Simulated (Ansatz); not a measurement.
Wavefunction ladder for BrGaH2S2, SMILES `[SH][Ga]([SH])[Br]`

```xyz
6

S    -0.586   -0.161   -1.877
Ga   -0.033    0.691    0.062
S     0.614   -0.433    1.824
Br   -0.142    2.955    0.263
H    -0.368   -1.427   -1.483
H     0.514   -1.625    1.211
```

The species carries charge 0 and has multiplicity 1. Correlated methods include outer-core shells of Br, Ga, which these sets cover unevenly. Scalar relativity is left out up to krypton. The geometry is a stationary point of PBE0-D4/def2-TZVP. It is one conformer, not always the lowest. Frozen core, restricted reference, Ansatz 0.2.0.

| basis | HF (Eh) | MP2 corr. | CCSD corr. | (T) | CCSD(T) total |
| --- | --- | --- | --- | --- | --- |
| def2-SVP | -5291.22565 | -0.69692 | ? | ? | ? |
| def2-TZVPP | -5292.06830 | -0.84381 | ? | ? | ? |
| def2-QZVPP | -5292.17938 | -1.44113 | – | – | – |

(1) Fill in the withheld values. (Estimate.)

## Answers

(1) Computed: def2-SVP CCSD corr.: -0.71911; def2-SVP (T): -0.02135; def2-SVP CCSD(T) total: -5291.96611; def2-TZVPP CCSD corr.: -0.87595; def2-TZVPP (T): -0.03826; def2-TZVPP CCSD(T) total: -5292.98251.
